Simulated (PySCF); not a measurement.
# A survey of 19F NMR shifts

- geometry: GFN2-xTB
- shielding tensors at PBE0/pcSseg-1 (GIAO)
- program: PySCF
- fast rotation and ring inversion assumed for equivalent nuclei, isolated molecule, a single conformation, non-relativistic

Shieldings were converted by a linear fit to measured shifts: 19F (scatter 6.0 ppm rms, 7.0 ppm with the 5 outliers that the fit left out vs CFCl3, solution or neat liquid, with a term for F on sp3 carbon). Occasional misses reach two or three times the rms, and more in compound classes unlike the fitted ones.

Q: Give the 19F shifts of `CO[C@](C)(F)CF`, `C=C1CCCC[C@@H]1C(F)F`, `C[C@@H](F)C(C)(C)S(=O)(=O)Cl`, `CO/C(C)=C/COC(F)(F)F`.

A: 
| compound | environment | δ (ppm) |
| --- | --- | --- |
| [CH3:1][O:2][C@:3]([CH3:4])([F:5])[CH2:6][F:7] | F5: fluorine on an sp3 carbon | -126.9 |
| [CH3:1][O:2][C@:3]([CH3:4])([F:5])[CH2:6][F:7] | F7: fluorine on an sp3 carbon | -234.9 |
| [CH2:1]=[C:2]1[CH2:3][CH2:4][CH2:5][CH2:6][C@@H:7]1[CH:8]([F:9])[F:10] | F10: fluorine of a CF2 group | -119.6 |
| [CH2:1]=[C:2]1[CH2:3][CH2:4][CH2:5][CH2:6][C@@H:7]1[CH:8]([F:9])[F:10] | F9: fluorine of a CF2 group | -128.7 |
| C[C@@H](F)C(C)(C)S(=O)(=O)Cl | fluorine on an sp3 carbon | -180.5 |
| CO/C(C)=C/COC(F)(F)F | fluorine of an OCF3 group (×3) | -57.2 |

Q: Match the shifts -59.0, -133.1, -146.7, -181.9, -223.0 ppm to `CO[C@H](C)CCF`, `CN[SiH2]/C(=C\F)[SiH2][SiH2]C`, `CC(C)[C@@](C)(F)S(=O)(=O)Cl`, `CC[C@H](F)COC`, `CCC[C@@](C)(F)S(=O)(=O)Cl`.

A: -59.0: CN[SiH2]/C(=C\F)[SiH2][SiH2]C (vinylic fluorine); -133.1: CC(C)[C@@](C)(F)S(=O)(=O)Cl (fluorine on an sp3 carbon); -146.7: CCC[C@@](C)(F)S(=O)(=O)Cl (fluorine on an sp3 carbon); -181.9: CC[C@H](F)COC (fluorine on an sp3 carbon); -223.0: CO[C@H](C)CCF (fluorine on an sp3 carbon).
